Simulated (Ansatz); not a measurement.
Mg5O4⁺ (the lowest doublet isomer of a short search), 9 atoms. Hardware: 4 threads of Arm Neoverse V1 on a shared host.

Correlated methods freeze 9 core orbitals; core or outer-core shells of Mg are correlated, in sets that lack core-valence functions.

Problem. How many basis functions does each of these Ansatz runs have, and roughly what does it cost? B2PLYP/def2-TZVP, charge 1 doublet, energy, from earlier orbitals; LDA (SPW92)/def2-TZVP, charge 1 doublet, energy, from earlier orbitals; RPA@PBE/def2-TZVP, charge 1 doublet, energy, from earlier orbitals; PBE0-D4/def2-SVP, charge 1 doublet, energy, from earlier orbitals; PBE0-D4/def2-TZVP, charge 1 doublet, energy, from earlier orbitals; MP2/def2-TZVP, charge 1 doublet, energy, from earlier orbitals; r2SCAN-D4/def2-SVP, charge 1 doublet, relaxation, 6 steps; BLYP-D4/def2-TZVP, charge 1 doublet, energy, from earlier orbitals; PBE-D4/def2-TZVP, charge 1 doublet, energy and forces, from earlier orbitals; PBE-D4/def2-SVP, charge 1 doublet, energy, from earlier orbitals; r2SCAN-D4/def2-TZVP, charge 1 doublet, energy, from earlier orbitals; PBE-D4/def2-SVP, charge 1 doublet, energy with a search over starts.

Solution. Other jobs shared the machine, so times can vary by a factor of up to 3. A dash marks memory too small to be measured apart from the calling script's.

| run | functions | fitting or Cholesky vectors | wall time | peak host memory (GiB) |
| --- | --- | --- | --- | --- |
| LDA (SPW92)/def2-TZVP, charge 1 doublet, energy, from earlier orbitals | 284 | 2044 | 6 s | 0.7 |
| PBE-D4/def2-SVP, charge 1 doublet, energy, from earlier orbitals | 146 | 1467 | 6.5 s | – |
| PBE0-D4/def2-SVP, charge 1 doublet, energy, from earlier orbitals | 146 | 1260 | 11 s | 0.63 |
| PBE-D4/def2-TZVP, charge 1 doublet, energy and forces, from earlier orbitals | 284 | 2044 | 13 s | 0.73 |
| BLYP-D4/def2-TZVP, charge 1 doublet, energy, from earlier orbitals | 284 | 2044 | 14 s | 0.73 |
| PBE-D4/def2-SVP, charge 1 doublet, energy with a search over starts | 146 | 1467 | 15 s | – |
| r2SCAN-D4/def2-TZVP, charge 1 doublet, energy, from earlier orbitals | 284 | 2044 | 30 s | 0.85 |
| MP2/def2-TZVP, charge 1 doublet, energy, from earlier orbitals | 284 | 2200 | 31 s | 1.3 |
| PBE0-D4/def2-TZVP, charge 1 doublet, energy, from earlier orbitals | 284 | 2044 | 37 s | 1.5 |
| B2PLYP/def2-TZVP, charge 1 doublet, energy, from earlier orbitals | 284 | 2200 | 37 s | 1.4 |
| RPA@PBE/def2-TZVP, charge 1 doublet, energy, from earlier orbitals | 284 | 2200 | 39 s | 1.4 |
| r2SCAN-D4/def2-SVP, charge 1 doublet, relaxation, 6 steps | 146 | 1467 | 56 s | – |
